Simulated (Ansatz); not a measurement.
Consider the ligand exchange at the Si–F bond: `O[SiH2]F` + dimethylamine → `CN(C)[SiH2]O` + H–F.

Gas-phase electronic energies from Ansatz, PBE0-D4/def2-TZVP geometries. CCSD(T)/CBS adds triple-zeta CCSD(T) − MP2 to the extrapolated MP2 energy (def2 sets, frozen cores). This one scheme is used for every species. DFT in def2-TZVPP. B3LYP here is the variant with VWN-RPA as its local correlation; programs differ in this. HSE06 is defined as in plane-wave codes. Each species was taken in one conformer, which may not be the lowest.

```csv
level,ΔE (kcal/mol),difference from CCSD(T)/CBS
LDA (SPW92),18.2,-2.0
PBE-D4,19.2,-1.0
revPBE-D4,18.0,-2.2
r2SCAN-D4,21.8,1.6
PBE0-D4,19.5,-0.7
B3LYP-D4,20.9,0.7
r2SCANh-D4,21.7,1.5
r2SCAN0-D4,21.5,1.3
HSE06-D4,19.5,-0.7
BHLYP-D4,22.0,1.8
CAM-B3LYP-D4,22.0,1.8
ωB97X-V,21.5,1.3
ωB97M-V,21.1,0.9
PBE,21.2,1.0
revPBE,22.3,2.1
BLYP,24.5,4.3
r2SCAN,22.4,2.2
PBE0,21.3,1.1
B3LYP,24.1,3.9
r2SCANh,22.3,2.1
r2SCAN0,22.2,2.0
HSE06,21.3,1.1
BHLYP,24.7,4.5
CAM-B3LYP,23.9,3.7
LC-ωPBE,21.7,1.5
RPA@PBE/def2-TZVPP,20.7,0.5
HF/def2-SVP,24.4,4.2
MP2/def2-SVP,19.8,-0.4
CCSD/def2-SVP,20.9,0.7
CCSD(T)/def2-SVP,20.2,0.0
HF/def2-TZVPP,27.1,6.9
MP2/def2-TZVPP,19.5,-0.7
SCS-MP2/def2-TZVPP,21.2,1.0
CCSD/def2-TZVPP,21.4,1.2
HF/def2-QZVPP,27.5,7.3
MP2/def2-QZVPP,19.6,-0.6
SCS-MP2/def2-QZVPP,21.3,1.1
HF/CBS(def2),27.5,7.3
MP2/CBS(def2),19.4,-0.8
CCSD/CBS(def2),21.2,1.0
CCSD(T)/CBS,20.2,0
```

Largest T1 diagnostic among the species: 0.011.

In def2-TZVPP, CCSD(T) changes the Hartree–Fock value by −6.7 kcal/mol (the triples alone add −1.0 kcal/mol) and MP2 by −7.6 kcal/mol. Leaving LDA and LC-ωPBE aside and taking each functional with its dispersion term where it has one, the values, not all of them listed here, spread over 4.9 kcal/mol, from revPBE-D4 to B97M-V. LDA lies −3.1 kcal/mol from PBE without D4. The D4 term adds −3.2 kcal/mol with B3LYP and −1.8 kcal/mol with PBE0; it sums over pairs of atoms, weighted by their polarisabilities, and B3LYP, whose exchange is more repulsive, gets the larger term.
